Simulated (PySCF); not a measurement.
ZrMe2Cl2, C2H6Cl2Zr (singlet state).
Cartesian coordinates in Å at the PBE0-D3(BJ)/def2-SVP level; atoms count from 1:
```xyz
11
C2H6Cl2Zr angstrom
Zr    -0.6930    0.0087   -0.5615
C     -0.7381   -0.0490    1.6253
H     -1.7591    0.0535    2.0338
H     -0.1254    0.7759    2.0339
H     -0.3178   -1.0026    1.9940
C      1.4346    0.0154   -1.0471
H      1.6034   -0.0647   -2.1355
H      1.9358   -0.8399   -0.5584
H      1.9113    0.9467   -0.6922
Cl    -1.5570    2.0722   -1.2801
Cl    -1.5965   -2.0018   -1.3814
```

Theory: TDDFT wB97X-D/def2-SVPD, vertical, gas phase, core orbitals frozen in the response, def2 core potentials past Kr in PySCF 2.14.0, density-fitted response routines. Spin–orbit coupling is left out.

Transition dipole moments from the ground state, in atomic units and in the frame of the coordinates above (overall signs are arbitrary), for the states with f of 0.002 or more among the lowest 10:

```csv
state,E (hartree),μx,μy,μz
S6,0.2048,-0.005,-0.144,0.001
S7,0.2246,0.114,0.004,-0.143
S8,0.2314,0.101,0.009,-0.088
S9,0.2321,0.173,-0.006,0.159
S10,0.2345,-0.004,0.238,0.011
```

(1) What oscillator strength does each state have?

Results:

(1) f = (2/3) ΔE |μ|² with ΔE in hartree (27.2114 eV).

```json
{"state": "S6", "|μ|² (au)": "0.021", "|μ| (D)": "0.37", "f": "0.003"}
{"state": "S7", "|μ|² (au)": "0.034", "|μ| (D)": "0.47", "f": "0.005"}
{"state": "S8", "|μ|² (au)": "0.018", "|μ| (D)": "0.34", "f": "0.003"}
{"state": "S9", "|μ|² (au)": "0.055", "|μ| (D)": "0.60", "f": "0.009"}
{"state": "S10", "|μ|² (au)": "0.057", "|μ| (D)": "0.60", "f": "0.009"}
```

The vertical ionisation energy (ΔSCF) is 10.28 eV, 3.90 eV above S10.
